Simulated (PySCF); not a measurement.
# Electron correlation in N³⁺ (nitrogen, charge +3)

[He] 2s2, closed-shell 1S. Calculation: PySCF 2.14, in ANO-RCC-VTZP (4s3p2d1f, 30 functions); the spin-free X2C one-electron Hamiltonian (Gaussian nucleus). Frozen: nothing; 4 electrons correlated.

```
  level  correlation energy (mhartree)
   CCSD                         -89.94
    (T)                          -0.23
CCSD(T)                         -90.17
  CCSDT                         -90.17
```

Diagnostics: T1 = 0.0047, D1 = 0.0093, largest double amplitude 0.153.

A double-excitation amplitude exceeds 0.15, a sign of near-degeneracy.

Cost of the coupled-cluster step: about 0.07 core-seconds, for 4 correlated electrons.

Iterations:

```
CC2 = 0
CCSD nocc = 2, nmo = 30
frozen orbitals []
max_cycle = 100
direct = 0
conv_tol = 1e-08
conv_tol_normt = 1e-06
diis_space = 8
diis_start_cycle = 0
Init t2, MP2 energy = -51.165600831856  E_corr(MP2) -0.0547017064028546
Init E_corr(CCSD) = -0.0547017064028618
cycle = 1  E_corr(CCSD) = -0.0724795827484405  dE = -0.0177778763  norm(t1,t2) = 0.0634581
cycle = 2  E_corr(CCSD) = -0.0810106606707216  dE = -0.00853107792  norm(t1,t2) = 0.032841
cycle = 3  E_corr(CCSD) = -0.0900558996748505  dE = -0.009045239  norm(t1,t2) = 0.017059
cycle = 4  E_corr(CCSD) = -0.0899010097597945  dE = 0.000154889915  norm(t1,t2) = 0.000219757
cycle = 5  E_corr(CCSD) = -0.0899527888271501  dE = -5.17790674e-05  norm(t1,t2) = 7.16433e-05
cycle = 6  E_corr(CCSD) = -0.0899392476014789  dE = 1.35412257e-05  norm(t1,t2) = 2.69656e-05
cycle = 7  E_corr(CCSD) = -0.0899380856812328  dE = 1.16192025e-06  norm(t1,t2) = 1.92716e-06
cycle = 8  E_corr(CCSD) = -0.0899381448068145  dE = -5.91255818e-08  norm(t1,t2) = 2.10975e-07
cycle = 9  E_corr(CCSD) = -0.0899381619828171  dE = -1.71760026e-08  norm(t1,t2) = 9.79681e-08
cycle = 10  E_corr(CCSD) = -0.0899381988790797  dE = -3.68962625e-08  norm(t1,t2) = 6.52067e-08
cycle = 11  E_corr(CCSD) = -0.0899381967336071  dE = 2.14547261e-09  norm(t1,t2) = 7.94686e-09
CCSD converged
E(CCSD) = -51.20083732218675  E_corr = -0.08993819673360706
CCSD(T) correction = -0.000227858773674723
```
